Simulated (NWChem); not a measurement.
C₃H₇FSi; SMILES C1C[SiH](C1)F

```xyz
12

F     -0.2647    -2.0489     0.0000
Si     0.4311    -0.5840     0.0000
C     -0.1784     0.7259     1.2124
C     -0.1051     1.7225     0.0000
C     -0.1784     0.7259    -1.2124
H      1.9038    -0.8169     0.0000
H      0.3969     1.0034     2.0993
H     -1.2193     0.5565     1.5117
H     -0.8948     2.4816     0.0000
H      0.8554     2.2498     0.0000
H     -1.2193     0.5565    -1.5117
H      0.3969     1.0034    -2.0993
```
Atoms are numbered in this order, from 1.

STO-3G and 3-21G are far too small for this property and stand as cheap habits. The geometry was optimised at B3LYP/6-31G* (spherical d).

Give the principal values of the shielding tensors (ppm) of F1, Si2, C3, C4 from Hartree-Fock/STO-3G, GIAO (NWChem), with their diamagnetic and paramagnetic parts as GIAO splits them.


```csv
atom,σ11,σ22,σ33,isotropic,diamagnetic,paramagnetic
F1,426.2,617.1,680.0,574.4,456.6,117.8
Si2,524.5,580.4,589.5,564.8,866.9,-302.1
C3,205.3,225.2,250.4,227.0,247.5,-20.5
C4,190.9,220.2,229.6,213.6,246.8,-33.3
```
